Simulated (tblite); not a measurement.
**Question.** What does the GFN2-xTB structure of `CC(C/C(=C(/[SiH3])C)Cl)C` look like in three dimensions?

**Answer.** 
```xyz
24
C7H15ClSi angstrom
C      1.794    1.105    1.060
C      1.756    0.008    0.039
Si     3.248   -1.156   -0.040
C      0.737   -0.175   -0.795
Cl     0.858   -1.518   -1.905
C     -0.550    0.570   -0.943
C     -1.750   -0.233   -0.408
C     -1.605   -0.490    1.088
C     -3.048    0.515   -0.698
H      2.617    1.783    0.838
H      0.873    1.679    1.103
H      1.978    0.676    2.044
H      4.201   -0.692    0.972
H      3.866   -1.088   -1.364
H      2.827   -2.520    0.280
H     -0.714    0.778   -2.003
H     -0.493    1.524   -0.418
H     -1.774   -1.195   -0.929
H     -0.670   -1.003    1.302
H     -1.616    0.449    1.638
H     -2.426   -1.106    1.447
H     -3.176    0.671   -1.766
H     -3.044    1.487   -0.206
H     -3.901   -0.050   -0.330
```

Orientation and origin are arbitrary. Atoms count from 1 in this order. The 6 C–C bonds span 1.329 Å (C2=C4, drawn double) to 1.539 Å (C6–C7, drawn single), a spread of 0.210 Å. Of the pairs four or more bonds apart, H11···H17 is among the closest relative to their van der Waals radii: 2.05 Å, 85 % of the sum of Bondi's values. Si3 (SiH3 silicon) is tetrahedral (angles from 106.8° to 111.3°).

Bonds between heavy atoms (Å): C1–C2 1.499, C2–Si3 1.894, C2=C4 1.329, C4–Cl5 1.746, C4–C6 1.495, C6–C7 1.539, C7–C8 1.526, C7–C9 1.526.

Computed geometry: GFN2-xTB, gas phase.

Point group: C1 (no symmetry element, even within 0.4 Å). Its GFN2-xTB frequencies are all real (lowest 38 cm⁻¹). One conformer, not necessarily the lowest (C2–C4–C6–C7 -107°, C4–C6–C7–C8 63°).
